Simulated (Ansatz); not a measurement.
CH6AlSi, SMILES `[CH3][Al-][SiH3]` (excited triplet) (charge -1, multiplicity 3). This triplet is an excited state, 0.73 eV above the relaxed singlet at the level frozen-core CCSD(T)/aug-cc-pVDZ // PBE0-D3(BJ)/def2-TZVPD (Ansatz, a first-principles code).

Computed with LC-ωPBE/aug-cc-pVTZ // PBE0-D3(BJ)/def2-TZVPD run with Ansatz.

Ansatz 0.2 input:
```yaml
crystal:
  periodic: [false, false, false]
  atoms:
    - { symbol: C, position_ang: [1.967842, 0.392686, -0.074481] }
    - { symbol: Al, position_ang: [0.197318, 0.870079, 0.778731] }
    - { symbol: Si, position_ang: [-1.840353, -0.316552, 0.118358] }
    - { symbol: H, position_ang: [2.234139, -0.653379, 0.115674] }
    - { symbol: H, position_ang: [1.941038, 0.543632, -1.159759] }
    - { symbol: H, position_ang: [2.774362, 1.016458, 0.325525] }
    - { symbol: H, position_ang: [-3.038219, 0.197553, 0.873879] }
    - { symbol: H, position_ang: [-1.930161, -1.814309, 0.345838] }
    - { symbol: H, position_ang: [-2.305965, -0.23617, -1.323765] }
basis:
  gaussian: { orbitals: aug-cc-pVTZ }
hamiltonian:
  xc: lc_wpbe
total_charge: -1
magnetization:
  spin_polarized: true
  initial_magnetization: 2
```

Output:

```
Functional definition: LC-wPBE
1267 factors; their error is unknown
710 factors; integrals over basis functions are off by at most 3.5e-5 eV
mean field evaluation 1: about -15601.8324 eV, gradient 1.8e1 eV
mean field evaluation 2: about -15603.3007 eV, gradient 1.3e1 eV
mean field evaluation 4: about -15604.2582 eV, gradient 7.4e-1 eV
mean field evaluation 8: about -15604.2886 eV, gradient 5.9e-2 eV
mean field evaluation 16: about -15604.2649 eV, gradient 6.2e-4 eV
mean field -15604.26486348 eV, -573.4461567821 hartree, gradient 3.0e-5 eV, S^2 2.005452; 0 other end points of the search recorded, 0 dependent functions left out
reference -15604.26486349 eV, -573.4461567828 hartree; 21, 19 occupied and 263, 265 virtual orbitals, 1267 factors
Total energy: -15604.26486349 eV, -573.4461567828 hartree
```
